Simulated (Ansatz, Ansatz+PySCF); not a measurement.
```yaml
atoms:
  - { symbol: O, position_ang: [0.0000, 0.0000, -0.2387] }
  - { symbol: H, position_ang: [0.0000, 0.0000, 1.9095] }
  - { symbol: H, position_ang: [30.0000, 0.0000, -1.2423] }
  - { symbol: F, position_ang: [30.0000, 0.0000, 0.1380] }
```

Basis set: 6-31G (spherical functions). Left uncorrelated: 2 orbitals. Charge 0, multiplicity 2.

Computed with Ansatz (development build ahead of 0.2.0); each method stands on the lowest determinant of its kind that the runs found.

The atomization energy at this shape (free ground-state atoms in the same class of orbitals less the molecule, no zero-point energy) of doublet H2OF:

```tsv
method	atomization energy
UHF-MP2	204.0 kJ/mol
UHF	91.2 kJ/mol
```

Task: What does UHF-CCSD(T) give?

Result: 284.8 kJ/mol. Caution: the shape is not the minimum; the unrestricted determinant is a mixture of spin states. Caution for UHF-CCSD(T): another reference gives a lower total. Caution for UHF-CCSD(T), UHF-MP2: large amplitudes, a single reference is doubtful. Caution for UHF-MP2: forces differ strongly between restricted and unrestricted references.

This basis has no polarisation functions and is too small for such energies, which can lie far from measured ones in either direction.
